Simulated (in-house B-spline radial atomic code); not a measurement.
# Ga⁷⁺: [Ar] 3d6

Method: Dirac-Kohn-Sham relativistic LDA, spherical fractional occupations, Fermi nucleus of rms radius 3.9973 fm. Calculated with a radial B-spline atomic code at the basis-set limit.

Effective charges: Z_r = [3n² - l(l+1)]/(2<r>) from the radius, Z_e = n√(-2ε) from the energy, and Slater's rules. Values are occupation-weighted means over j.

```
shell  electrons   ε (eV)  <r> (bohr)    Z_r    Z_e  Slater
   1s          2   -10330     0.04876  30.76  27.55   30.70
   2s          2  -1413.4      0.2182  27.50  20.38   26.85
   2p          6  -1253.1      0.1909  26.19  19.19   26.85
   3s          2  -290.56      0.6288  21.47  13.86   19.75
   3p          6  -241.03      0.6406  19.51  12.63   19.75
   3d          6  -159.53      0.6507  16.14  10.27   11.25
```

The least bound orbital is 3d5/2 at -159.3 eV, and it is also the most diffuse (<r> = 0.6518 bohr).

Spin-orbit splittings of the orbital energies (j = l + 1/2 above j = l - 1/2 when positive): 2p 27.45 eV, 3p 4.07 eV, 3d 0.6362 eV.

For the 1s electron the small component carries 1.25 % of the norm, the zero-frequency Breit interaction raises the level by 14.55 eV, self-energy by 7.467 eV, and vacuum polarisation lowers it by 0.706 eV.
